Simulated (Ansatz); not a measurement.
Start from `[AlH2][CH2]Cl` and change one atom or group to get `C[SiH2][AlH][CH2]Cl`.

Ansatz, PBE0-D4/def2-TZVP geometries, multiplicity 1. Each molecule was computed in one conformer, which needn't be the lowest.

```tsv
property	`[AlH2][CH2]Cl`
HOMO energy (B3LYP/def2-TZVPP) / eV	-7.32
size of the dipole moment (ωB97M-V/def2-TZVPP) / D	1.72
HOMO–LUMO gap (PBE0/def2-TZVPP) / eV	5.90
HOMO–LUMO gap (PBE/def2-TZVPP) / eV	3.82
LUMO energy (PBE/def2-TZVPP) / eV	-2.42
LUMO energy (PBE0/def2-TZVPP) / eV	-1.65
```

What does the change do to each property? (Best estimate.)

Ansatz gave: 
```json
{"property": "HOMO energy (B3LYP/def2-TZVPP) / eV", "`C[SiH2][AlH][CH2]Cl`": "-6.98", "shift": "0.34"}
{"property": "size of the dipole moment (ωB97M-V/def2-TZVPP) / D", "`C[SiH2][AlH][CH2]Cl`": "1.90", "shift": "0.18"}
{"property": "HOMO–LUMO gap (PBE0/def2-TZVPP) / eV", "`C[SiH2][AlH][CH2]Cl`": "6.17", "shift": "0.27"}
{"property": "HOMO–LUMO gap (PBE/def2-TZVPP) / eV", "`C[SiH2][AlH][CH2]Cl`": "4.29", "shift": "0.47"}
{"property": "LUMO energy (PBE/def2-TZVPP) / eV", "`C[SiH2][AlH][CH2]Cl`": "-1.78", "shift": "0.64"}
{"property": "LUMO energy (PBE0/def2-TZVPP) / eV", "`C[SiH2][AlH][CH2]Cl`": "-1.00", "shift": "0.65"}
```

With PBE0 the HOMO rises by 0.38 eV and the LUMO rises by 0.65 eV, so the gap widens by about 0.27 eV. PBE moves the HOMO by 0.17 eV and ωB97M-V by 0.60 eV. Dipoles are sizes alone; their direction can turn.

B3LYP here is the variant with VWN-RPA as its local correlation; programs differ in this.
